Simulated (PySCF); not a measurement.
# Two-component Hartree-Fock for I (iodine, neutral)

Start: [Kr] 4d10 5s2 5p5; 5p1/2 filled at m_j = +1/2; 5p3/2 filled at m_j = -3/2, -1/2, +1/2, +3/2. Calculated with PySCF 2.14 in x2c-TZVPPall-2c (8s9p5d2f, 74 functions): generalised Hartree-Fock with the X2C-1e Hamiltonian and a Gaussian nucleus; one run each with spin-orbit coupling (SO) screened by Boettger's factors, then bare. This is a chosen level, not necessarily the ground level.

```
spinor shell  electrons  ε, screened SO (eV)  ε, bare SO (eV)  weight of nominal j (bare SO)  rms radius, bare SO (bohr)
       1s1/2          2             -33330.5         -33330.2                          1.000                      0.0311
       2s1/2          2              -5249.0          -5248.9                          1.000                       0.127
       2p1/2          2              -4912.8          -4921.8                          1.000                       0.109
       2p3/2          4              -4611.5          -4607.9                          1.000                       0.115
       3s1/2          2              -1102.1          -1102.1                          1.000                       0.334
       3p1/2          2              -961.78          -963.49                          1.000                       0.326
       3p3/2          4              -903.38          -902.69                          1.000                       0.339
       3d3/2          4              -658.33          -660.03                          1.000                       0.311
       3d5/2          6              -646.30          -645.19                          1.000                       0.314
       4s1/2          2              -211.10          -211.10                          1.000                       0.787
       4p1/2          2              -159.72          -160.08                          1.000                       0.826
       4p3/2          4              -148.41          -148.27                          1.000                       0.855
       4d3/2          4              -63.811          -64.077                          1.000                       0.984
       4d5/2          6              -62.033          -61.868                          1.000                        1.00
       5s1/2          2              -23.915          -23.918                          0.998                        2.14
       5p1/2          1              -12.496          -12.535                          0.999                        2.55
       5p3/2          4              -10.490          -10.480                          0.997                        2.68
```

| quantity | screened SO | bare SO |
| --- | --- | --- |
| E (hartree) | -7113.76545 | -7113.94900 |
| M_J | 1/2 | 1/2 |
| ⟨J²⟩ | 0.791 | 0.789 |
| ⟨L²⟩ | 2.057 | 2.061 |
| ⟨S²⟩ | 0.788 | 0.791 |

Each row is a mean over spinors that exchange with the open shell spreads, by up to 1.306 eV (5s1/2).

Breit and QED terms are absent; they matter most for the inner s and p1/2 levels.

Densities and radii are taken from the X2C orbitals without a picture-change correction, which distorts them close to the nucleus.
